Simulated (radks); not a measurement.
The terbium anion Tb- inside a hard spherical wall (all orbitals vanish at R), configuration held at [Xe] 4f10 6s2 and not refilled when levels cross. All-electron calculation, scalar-relativistic Kohn-Sham, r2SCAN, spin-polarised, spherical densities, finite nucleus; open shells are filled with parallel spins first (spin-orbit coupling, left out, can overturn this in heavy ions); meta-GGA in the generalised Kohn-Sham scheme; Fermi nuclear charge, rms radius 5.06 fm. Program: a radial shooting solver on a logarithmic mesh with Libxc functionals. Eigenvalues in eV for spin up, with the zero of energy where the potential of the charges vanishes at infinity; a dash marks a level that is unbound or too diffuse for the functional's potential to be trusted. A positive occupied level is held by the wall or, in an anion where self-interaction has pushed it up, behind a barrier. The pressure on the wall is -dE/dV.

R (bohr),E (hartree),kinetic (hartree),e(5s),e(5p),e(4f),e(6s),"e(6p, empty)","e(5d, empty)",pressure (GPa)
15,-11709.3410,12601.639,-46.552,-23.081,-1.130,-0.826,-,-,0.0955
12,-11709.3076,12601.612,-44.963,-21.587,0.661,-0.023,-,-,0.229
5,-11708.7215,12602.951,-33.334,-10.752,13.257,10.458,16.870,12.608,40.5
4,-11707.9424,12605.481,-28.370,-6.147,18.933,21.126,31.504,18.921,199
2,-11684.8248,12678.864,31.505,61.700,85.024,214.64,251.19,110.11,29400
1.5,-11631.8834,12832.713,139.67,186.80,165.51,527.50,581.71,260.65,211000
